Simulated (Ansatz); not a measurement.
Species, as SMILES: Cl[C]Cl (closed-shell singlet).
Atoms: Cl1, C2, Cl3. Bonds: Cl1-C2, C2-Cl3.

Basis-set convergence of the harmonic zero-point energy at MP2 with Ansatz (a first-principles code). Each level at its own minimum, finite differences of forces, unscaled; the reference is a large set that could be run, not a limit. Cartesian d functions, on some or all atoms, in 6-311G**, 6-311+G**; all else is spherical. Cores are frozen. A restricted Hartree-Fock determinant is unstable towards unrestricted orbitals. No added dispersion term, no relativity. Reference: the value in aug-cc-pV(T+d)Z, 2.70 kcal/mol. Deviations are taken from unrounded values.

```
basis            functions  harmonic zero-point energy (kcal/mol)
---------------  ---------  -------------------------------------
cc-pV(D+d)Z             60                                   2.72
aug-cc-pV(D+d)Z         87                                   2.65
6-311G**                72                                   2.73
6-311+G**               84                                   2.76
cc-pV(T+d)Z            108                                   2.71
aug-cc-pV(T+d)Z        156                                   2.70
def2-TZVPP             115                                   2.72
def2-TZVPPD            139                                   2.71
```

What the diffuse functions change, pair by pair:
- cc-pV(D+d)Z to aug-cc-pV(D+d)Z: 27 more functions, deviation 0.02 to -0.05 kcal/mol
- 6-311G** to 6-311+G**: 12 more functions, deviation 0.03 to 0.06 kcal/mol
- cc-pV(T+d)Z to aug-cc-pV(T+d)Z: 48 more functions, deviation 0.01 to 0.00 kcal/mol
- def2-TZVPP to def2-TZVPPD: 24 more functions, deviation 0.02 to 0.01 kcal/mol

Leaving out the reference's own pair, they bring the value nearer the reference by more than 0.01 kcal/mol in 0 of 3 pairs.
